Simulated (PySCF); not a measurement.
BeH₃NS, SMILES [Be]([SH])[NH2].

Geometry: B3LYP-D3(BJ)/def2-TZVP. Other conformers were not sampled.

Method: TDA-B3LYP/def2-SVPD (PySCF 2.14.0).

Vertical excitations. Gas-phase values at a fixed geometry. State labels are in the subgroup Cs.

| state | symmetry | energy (eV) | λ (nm) | f | main pairs |
|---|---|---|---|---|---|
| S1 | A" | 5.76 | 215 | 0.057 | HOMO→LUMO 91 % |
| S2 | A' | 5.88 | 211 | 0.065 | HOMO−1→LUMO 97 % |
| S3 | A" | 6.19 | 200 | 0.005 | HOMO→LUMO+1 63 %, HOMO→LUMO+3 14 %, HOMO−1→LUMO+2 12 % |
| S4 | A" | 6.21 | 200 | 0.000 | HOMO−1→LUMO+2 85 % |
| S5 | A" | 6.66 | 186 | 0.014 | HOMO→LUMO+3 81 %, HOMO→LUMO+1 14 % |
| S6 | A' | 6.67 | 186 | 0.040 | HOMO→LUMO+2 74 %, HOMO−1→LUMO+1 16 % |
| S7 | A' | 6.71 | 185 | 0.054 | HOMO−1→LUMO+1 60 %, HOMO−1→LUMO+3 22 %, HOMO→LUMO+2 13 % |
| S8 | A' | 7.26 | 171 | 0.015 | HOMO−1→LUMO+3 43 %, HOMO−2→LUMO 41 %, HOMO−1→LUMO+1 9 % |
| S9 | A" | 7.31 | 169 | 0.035 | HOMO→LUMO+4 86 % |
| S10 | A" | 7.41 | 167 | 0.000 | HOMO−1→LUMO+5 93 % |
| T1 | A" | 5.41 | 229 | 0 | HOMO→LUMO 75 %, HOMO→LUMO+1 22 % |
| T2 | A' | 5.54 | 224 | 0 | HOMO−1→LUMO 93 % |
| T3 | A' | 5.73 | 216 | 0 | HOMO→LUMO+2 92 % |
| T4 | A' | 5.86 | 211 | 0 | HOMO−1→LUMO+1 52 %, HOMO−1→LUMO+3 40 % |
Triplets are in the Tamm–Dancoff approximation.
